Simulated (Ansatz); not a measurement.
Program: Ansatz. Geometries: PBE0-D4/def2-TZVP. ΔE: electronic, gas phase. CCSD(T)/CBS is the MP2 limit (def2-TZVPP, def2-QZVPP) plus CCSD(T) − MP2 in def2-TZVPP, frozen cores. This one scheme is used for every species. DFT in def2-TZVPP. B3LYP here is the variant with VWN-RPA as its local correlation; programs differ in this. HSE06 is defined as in plane-wave codes. Each species was taken in one conformer, which may not be the lowest.

Reaction (hydrogenolysis of a C–C bond): `CCCCS(C)(=O)=O` + H₂ → `CS(C)(=O)=O` + `CCC`

(1) Is it downhill or uphill in electronic energy at CCSD(T)/CBS, and by how much? (An estimate is asked.)

(2) What do these levels give: r2SCANh-D4, BHLYP-D4, CAM-B3LYP-D4, ωB97M-V, B2PLYP, PBE-QIDH, PBE0, B3LYP, HSE06, RPA@PBE/def2-TZVPP, CCSD/def2-SVP, HF/def2-TZVPP? (An estimate is asked.)

Largest T1 diagnostic among the species: 0.015.

## Answers

(1) Computed: Downhill: ΔE = -55.8 kJ/mol.

(2) Computed: r2SCANh-D4 -59.5, BHLYP-D4 -63.1, CAM-B3LYP-D4 -61.4, ωB97M-V -56.9, B2PLYP -69.2, PBE-QIDH -62.1, PBE0 -71.4, B3LYP -80.3, HSE06 -71.4, RPA@PBE/def2-TZVPP -52.4, CCSD/def2-SVP -52.0, HF/def2-TZVPP -91.5 kJ/mol.

In def2-TZVPP, CCSD(T) changes the Hartree–Fock value by +36.6 kJ/mol (the triples alone add +7.0 kJ/mol) and MP2 by +41.2 kJ/mol. At CCSD(T), def2-SVP lies +9.8 kJ/mol from the extrapolated value and def2-TZVPP +0.9 kJ/mol.
